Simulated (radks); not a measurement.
Results of a calculation; reference values are marked as such.
Numerical settings for the rubidium ion Rb+, [Kr]. Code: a radial shooting solver on a logarithmic mesh with Libxc functionals. Model: scalar-relativistic Kohn-Sham, PBE, spin-polarised, spherical densities, finite nucleus; Fermi nuclear charge, rms radius 4.2036 fm. The defaults (mesh step 0.008 in ln r, mesh end at 40 bohr or more with all orbitals vanishing there, Anderson mixing 0.5 over 9 steps, residual threshold near 1e-9 with the energy settled to 1e-9 hartree or 1e-11 of itself, here a cap of 84 iterations) give E = -2981.0164 hartree and 4p at -21.651 eV in 15 iterations. Times are rough (one thread of a shared host). Changes against that run (0 stands for a change within the tolerance of the run):

setting                     iterations  converged  E (mhartree)  e(4p) (meV)  CPU (s)
mesh step in ln r 0.2               11         no      diverged            -     0.05
mesh step in ln r 0.08               7         no      diverged            -     0.04
mesh step in ln r 0.03              14        yes             0            0     0.06
mesh end (bohr) 400                 15        yes             0            0     0.18
mesh end (bohr) 8                   15        yes       +0.0105       +0.716     0.17
residual threshold 0.1              10        yes             0      +0.0393     0.13
residual threshold 0.01             10        yes             0      +0.0393     0.13
mixing 0.05                         25        yes             0            0     0.27
linear mixing, mixing 0.05          84         no        +0.512        -88.8     0.88
linear mixing, mixing 0.5           32        yes             0            0      0.3
mixing history 2                    25        yes             0            0     0.24
iteration cap 5                      5         no        +0.343         +206     0.07

No run marked as converged misses the energy by more than 1 mhartree. A mesh that ends early acts as a hard wall.
